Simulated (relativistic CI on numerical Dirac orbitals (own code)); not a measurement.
# Sensitivity of the levels of Dy43+ to α and to the nuclear radius

Method of calculation: Dirac-Coulomb-Breit CI, separate exchange-only KLI orbitals for each configuration, derivatives by finite differences, unscaled Slater integrals, QED left out (own radial code, finite nucleus).

CI space (outside the closed core [Ne]): 3s²3p⁶3d⁵, 3s²3p⁵3d⁶, 3s²3p⁴3d⁷, 3s3p⁶3d⁶, 3p⁶3d⁷, 3s3p⁵3d⁷, 3s²3p⁶3d⁴4s, 3s²3p⁶3d³4s². Levels of other configurations are missing.

With x = (α/α₀)² − 1 an excitation energy changes as ω = ω₀ + qx; K = 2q/ω₀ is the relative enhancement. Terms are leading LS components, so labels can repeat. The field-shift factor is F = δν/δ⟨r²⟩ for the transition from the lowest level.

Lowest level 3s²3p⁶3d⁵ ⁴P5/2.

```tsv
Level	ω₀ (cm⁻¹)	q (cm⁻¹)	F (GHz/fm²)
3s²3p⁶3d⁵ ⁶S5/2	244185	311100	5.18
3s²3p⁶3d⁵ ⁴G7/2	332051	302800	5.24
3s²3p⁶3d⁵ ⁴D3/2	340630	311200	5.05
3s²3p⁶3d⁵ ²H11/2	344908	296900	5.55
3s²3p⁶3d⁵ ⁴G9/2	379006	311800	5.63
3s²3p⁶3d⁵ ⁴D5/2	398838	328700	5.63
3s²3p⁶3d⁵ ⁴P1/2	413652	350200	5.66
3s²3p⁶3d⁵ ²F7/2	436756	311700	5.33
3s²3p⁶3d⁵ ²D3/2	532659	371100	6.81
3s²3p⁶3d⁵ ²D5/2	569704	608500	9.98
3s²3p⁶3d⁵ ⁴D7/2	627225	628400	10.3
3s²3p⁶3d⁵ ²I11/2	634965	619300	10.8
3s²3p⁶3d⁵ ⁴G9/2	648555	618100	10.4
3s²3p⁶3d⁵ ⁴D1/2	672313	646200	10.5
3s²3p⁶3d⁵ ²I13/2	673235	615500	11
3s²3p⁶3d⁵ ⁴P3/2	679580	641900	10.7
3s²3p⁶3d⁵ ²F5/2	694325	630400	10.4
3s²3p⁶3d⁵ ²H9/2	731255	629200	11.1
3s²3p⁶3d⁵ ²G7/2	751077	627700	10.6
3s²3p⁶3d⁵ ⁴F5/2	760827	637500	11.1
3s²3p⁶3d⁵ ²D3/2	774716	612000	9.6
3s²3p⁶3d⁵ ²G7/2	807451	638700	11.2
3s²3p⁶3d⁵ ⁴P1/2	808415	633900	10.5
```

At this charge energies of transitions that change n are usually good to better than 1 %, and those within a shell (Δn = 0) to a few per cent.

Task: Which transition from the lowest level has the largest |K|?

Result: 3s²3p⁶3d⁵ ⁶S5/2 at 244185 cm⁻¹, K = 2.55.
